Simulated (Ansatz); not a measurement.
Br₅Nb, SMILES [Br][Nb+]([Br])([Br])([Br])[Br] (connectivity only; charge and spin as stated), charge +1, multiplicity 2. Atoms are numbered in the order given.

```xyz
6

Nb    -0.1504     0.1033     0.0000
Br     2.0035    -1.3133     0.0000
Br    -2.3652    -0.7387     0.0000
Br     0.4026    -0.2609     2.4030
Br     0.4026    -0.2609    -2.4030
Br    -0.2531     2.4704     0.0000
```
Charge +1, spin multiplicity 2.

Geometry optimised at B3LYP-D3(BJ)/def2-SVP. The spin state was assumed, not searched. The def2 effective core potentials stand for the cores of Nb; spin–orbit coupling is left out.

Two levels are set side by side: PBE-D3(BJ)/def2-SVP (Ansatz, a program for electronic structure) and B3LYP-D3(BJ)/def2-SVP (Ansatz). Each level has its own optimised geometry; the coordinates shown are those of the second. Differences are taken from unrounded values.

| quantity | B3LYP-D3(BJ) | PBE-D3(BJ) | PBE-D3(BJ) minus B3LYP-D3(BJ) |
|---|---|---|---|
| mean bond length (Å) | 2.460 | 2.461 | 0.000 |
| bond Nb1–Br2 (Å) | 2.578 | 2.565 | -0.013 |
| bond Nb1–Br3 (Å) | 2.369 | 2.375 | 0.006 |
| bond Nb1–Br4 (Å) | 2.493 | 2.493 | 0.001 |
| bond Nb1–Br5 (Å) | 2.493 | 2.493 | 0.001 |
| bond Nb1–Br6 (Å) | 2.369 | 2.375 | 0.006 |

On these quantities the two levels nearly agree.
